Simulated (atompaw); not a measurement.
# What one change does to a pseudopotential (C (Z = 6), PAW (atompaw))

```
Element                 : carbon
Generator               : atompaw 4.2.0.5
Type                    : PAW
Functional              : PBE
Relativity              : scalar-relativistic
Frozen core             : [He]
Valence charge          : 4
Reference configuration : 2s2 2p0 (charge +2)
Partial waves           : 2s (bound): rc 2.60 bohr; 2s channel at 0.95 Ry: rc 2.60 bohr; 2p (bound, empty): rc 2.60 bohr; 2p channel at 2.1 Ry: rc 2.60 bohr
Local potential         : troulliermartins scheme with l = 2 at 0 Ry, radius 1.75 bohr
Core correction         : smooth core density matched at 1.55 bohr
Augmentation charge     : sinc compensation charge, radius 2.40 bohr; PAW radius 2.60 bohr; waves and projectors: custom polynom2 7 10 vanderbiltortho
```

Change: reference 2s1.75 2p2.25.

Cutoffs: the cutoffs (Ry, on a coarse ladder) from which the occupation-weighted sum of valence levels, in a spherical-Bessel basis at the reference potential, stays within 10 and 1 mRy of its value at 400 Ry; they do not see the model core or the augmentation charge, which bear on the density cutoff.

Problem. What does the change do?

Solution. The potential gets harder (10 Ry and 30 Ry → 15 Ry and 35 Ry); the range in which the p phases agree widens (upper end -1.9 → at the end of the scan); neither file shows a bound ghost.

| quantity | base | changed |
| --- | --- | --- |
| cutoff, loose | 10 Ry | 15 Ry |
| cutoff, tight | 30 Ry | 35 Ry |
| bound ghosts | none | none |
| s: phases at 2.61 bohr within 0.05 rad from the reference energy up to (Ry; the scan ends near 5) | 3.3 | 4.0 |
| p: phases at 2.61 bohr within 0.05 rad from the reference energy up to (Ry; the scan ends near 5) | -1.9 | to the end of the scan |
| lowest overlap eigenvalue by channel | s 0.67, p 1.00 | s 0.76, p 0.91 |

 The cutoffs see the waves, projectors and local potential, not the compensation charge or the core.
